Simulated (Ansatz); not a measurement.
Isolated molecules relaxed with PBE0-D4/def2-TZVP in Ansatz; ΔE leaves out vibrations. CBS: MP2 limit from def2 TZ/QZ plus the TZ coupled-cluster correction, frozen cores. This one scheme is used for every species. DFT in def2-TZVPP. Elements past krypton have def2 core potentials. For Cd outer-core shells are correlated without core-valence functions, which leaves a few kJ/mol of doubt a bond. Each species was taken in one conformer, which may not be the lowest.

`[SiH3][O][Cd][O][SiH3]` + `OB(S)S` → `[OH][Cd][O][SiH3]` + `[SiH3]OB(S)S`  (redistribution)

```
          level  ΔE (kJ/mol)
        PBE0-D4         16.5
        ωB97X-V         18.6
        ωB97M-V         18.1
            PBE         14.6
           PBE0         18.7
  HF/def2-TZVPP         26.9
 MP2/def2-TZVPP         18.4
CCSD/def2-TZVPP         20.5
```

**Question.** What does CCSD(T)/CBS give? (Best estimate.)

**Answer.** Ansatz gave: +14.9 kJ/mol. The listed levels differ from it by 1.6, 3.7, 3.2, -0.3, 3.8, 12.0, 3.5, 5.6 kJ/mol.

Largest T1 diagnostic among the species: 0.016.

The D4 term adds −3.7 kJ/mol with B3LYP and −2.2 kJ/mol with PBE0; it sums over pairs of atoms, weighted by their polarisabilities, and B3LYP, whose exchange is more repulsive, gets the larger term. From PBE to PBE0 (25 % exact exchange), in def2-TZVPP and without D4, ΔE moves by +4.1 kJ/mol.

B3LYP here is the variant with VWN-RPA as its local correlation; programs differ in this.
